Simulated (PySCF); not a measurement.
## Polarisability and C₆ of Ni⁺ (nickel, charge +1)

[Ar] 3d9, 2D determinant. Computed with PySCF 2.14 in aug-cc-pVTZ with one added diffuse shell each of s, p, d, f, g type (9s8p6d4f3g, 118 functions), with the non-relativistic Hamiltonian (point nucleus). Coupled (time-dependent) response in atomic units; α is the mean over directions.

```csv
method,mean α (bohr³),"α xx, yy, zz",C₆ (like pair),S(−4)
M06,8.219,"7.871, 7.871, 8.917",28.43,58.58
```

S(−4) is the Cauchy moment in α(ω) = α(0) + S(−4) ω² + …

α(iu) at M06:

```tsv
u (hartree)	α(iu) (bohr³)
0	8.219
0.0500	8.077
0.100	7.696
0.200	6.619
0.300	5.589
0.500	4.133
0.750	3.061
1.00	2.399
1.50	1.632
2.00	1.203
3.00	0.7464
5.00	0.3780
```

For an ion, C₆ is the dispersion term alone; charge-induced terms of lower order in 1/R come first.

The components differ because the open shell of this determinant is not spherical; for a pure term their mean is the scalar polarisability.
